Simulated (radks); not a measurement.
The numbers below are computed, except where a source is named.
Polarisability of neutral tantalum, [Xe] 4f14 5d3 6s2, at imaginary frequency. Code: a radial shooting solver on a logarithmic mesh with Libxc functionals. Model: scalar-relativistic Kohn-Sham, LB94 model potential, spin-unpolarised, spherical densities, finite nucleus; Fermi nuclear charge, rms radius 5.3507 fm. Response by self-consistent Sternheimer equations with the Hartree and adiabatic LDA kernel, the relativistic mass of each level held fixed and spin-orbit coupling left out.

w (hartree)  alpha1(iw) (bohr^3)
0.00266                    62.82
0.0143                     62.55
0.0360                     61.10
0.0697                     56.90
0.118                      48.77
0.186                      37.67
0.280                      26.54
0.413                      17.59
0.605                      11.25
0.892                      6.997
1.35                       4.174
2.12                       2.300
3.59                       1.102
6.94                      0.4218
17.5                      0.1024

Static values: alpha1 = 62.83 bohr^3 (9.310 angstrom^3; uncoupled 125.5). C6 = 731.7, triple-dipole C9 = 32220 atomic units. One-pole (London) frequency 4 C6 / (3 alpha1^2) = 0.247 hartree, against 0.293 for minus the highest occupied eigenvalue. Recommended static value: 74 bohr^3 (Schwerdtfeger and Nagle, 2023 table).

Beside tabulated values, note that spin-unpolarised runs miss the spin-polarisation part of the exchange energy of open shells.
